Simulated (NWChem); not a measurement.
# CHCl2, doublet; SMILES Cl[CH]Cl

```xyz
4

Cl    -0.1708    -0.0017    -1.4704
C      0.6825     0.0606     0.0000
Cl    -0.1708    -0.0017     1.4704
H      1.7113    -0.3040     0.0000
```
Atoms are numbered in this order, from 1.

In the optimisation the excess spin sits in a' (Cs, its own frame). Structure relaxed at the PBE0/def2-SVP, spin-unrestricted level. No stability test was run on the SCF state.

Symmetry labels are those of Cs in the frame above (b1 and b2, or b-type labels, depend on it). States above −ε(HOMO) = 5.0 eV lie in this functional's continuum and hang on the basis.

Task: List the 6 lowest vertical excitations from PBE/def2-SVPD, spin-unrestricted, TDA (NWChem).

Result: 
```csv
state,energy (eV),oscillator strength,symmetry of the excitation,<S²>
state 1,3.88,0.000,a',0.77
state 2,4.66,0.000,a",0.76
state 3,4.89,0.000,a',0.76
state 4,5.09,0.001,a",0.77
state 5,5.30,0.002,a',0.77
state 6,5.32,0.082,a",0.77
```
